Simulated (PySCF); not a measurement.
1,3-cyclohexadiene (C₆H₈), SMILES C1=CCCC=C1. Geometry optimised at ωB97X-D3(BJ)/def2-SVP. Other conformers were not sampled.

Method: ωB97X-D3(BJ)/def2-SVP in PySCF.

Harmonic wavenumbers (cm⁻¹): 194, 305, 479, 528, 574, 684, 762, 791, 881, 957, 983, 997, 1014, 1022, 1053, 1087, 1169, 1185, 1197, 1273, 1348, 1388, 1414, 1446, 1452, 1468, 1718, 1763, 3034, 3039, 3125, 3127, 3195, 3200, 3216, 3225. Rotational constants (GHz): 5.054, 5.046, 2.683; symmetry number 2.

Problem. Work out the zero-point energy and the ideal-gas rigid-rotor harmonic-oscillator thermochemistry at 298.15 K and 1 atm.

Solution. ZPE = ½ Σ hcν = ½ × 54291 cm⁻¹ = 324.73 kJ/mol. H − E(el) = 340.71 kJ/mol. Entropy in J/(mol K): translation 163.42, rotation 102.83, vibration 30.15, total 296.40. G − E(el) = 252.34 kJ/mol. Cp = 91.25 J/(mol K).
